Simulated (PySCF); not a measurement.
Isomers of C4H6OSSi. Theory: PySCF 2.14.0, PBE0-D3(BJ)/def2-SVP geometry optimisation, gas phase. Energies are electronic, without zero-point or thermal terms, for one conformer each. No frequencies were run at this level. Point groups hold within 0.08 Å.

Question: Order them by energy at this level, lowest first, and give relative energies in kcal/mol.
A. `[SiH3:1][O:2][c:3]1[cH:4][cH:5][cH:6][s:7]1` with Si1–O2–C3–C4 171°
B. `[SiH3:1][S:2][c:3]1[cH:4][cH:5][cH:6][o:7]1` with Si1–S2–C3–C4 180°

Answer: A (0.0), B (8.6).

As drawn, the lower has an Si–O bond, which the higher lacks.

```json
{"SMILES": "[SiH3]Oc1cccs1", "E (Eh)": "-918.04625", "E rel (kcal/mol)": "0.0", "dipole (D)": "0.63", "point group": "near Cs", "A, B, C (MHz)": "4723, 1211, 976.5"}
{"SMILES": "[SiH3]Sc1ccco1", "E (Eh)": "-918.03251", "E rel (kcal/mol)": "8.6", "dipole (D)": "1.19", "point group": "Cs", "A, B, C (MHz)": "4364, 1228, 969.4"}
```

Question: How do the relative energies change in single points at PBE0/pcSseg-1 (no added dispersion term) on the same geometries?

Answer: 
```
        SMILES  PBE0-D3(BJ)/def2-SVP (kcal/mol)  PBE0/pcSseg-1 (kcal/mol)  shift
[SiH3]Oc1cccs1                              0.0                       0.0    0.0
[SiH3]Sc1ccco1                              8.6                       8.2   -0.4
```

Each column counts from its own lowest isomer. The order is unchanged; the largest shift is 0.4 kcal/mol.

Question: As an exercise, what shares would exp(−E/RT) give at 2000 K from these electronic energies alone (no entropy, no degeneracies)?

Answer: RT = 3.974 kcal/mol: [SiH3]Oc1cccs1 89.8 %, [SiH3]Sc1ccco1 10.2 %.
